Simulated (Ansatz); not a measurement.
`C#[C][GeH]([CH3])[F]` and `[CH3][GeH]([F])[GeH3]` differ in one atom or group.

Ansatz, PBE0-D4/def2-TZVP geometries, multiplicity 1. 

Scalar relativity is left out up to krypton.

| property | `C#[C][GeH]([CH3])[F]` |
| --- | --- |
| HOMO–LUMO gap (PBE/def2-TZVPP) / eV | 5.73 |
| HOMO energy (PBE/def2-TZVPP) / eV | -7.12 |
| HOMO–LUMO gap (PBE0/def2-TZVPP) / eV | 7.90 |
| HOMO energy (B3LYP/def2-TZVPP) / eV | -8.11 |
| LUMO energy (PBE0/def2-TZVPP) / eV | -0.46 |
| HOMO–LUMO gap (ωB97M-V/def2-TZVPP) / eV | 12.14 |

Give the same properties after the change, and the shifts. (Best estimate.)

The calculation gave: 
```csv
property,`[CH3][GeH]([F])[GeH3]`,shift
HOMO–LUMO gap (PBE/def2-TZVPP) / eV,5.92,0.19
HOMO energy (PBE/def2-TZVPP) / eV,-6.87,0.25
HOMO–LUMO gap (PBE0/def2-TZVPP) / eV,7.93,0.03
HOMO energy (B3LYP/def2-TZVPP) / eV,-7.84,0.27
LUMO energy (PBE0/def2-TZVPP) / eV,-0.12,0.34
HOMO–LUMO gap (ωB97M-V/def2-TZVPP) / eV,11.81,-0.33
```

B3LYP here is the variant with VWN-RPA as its local correlation; programs differ in this.
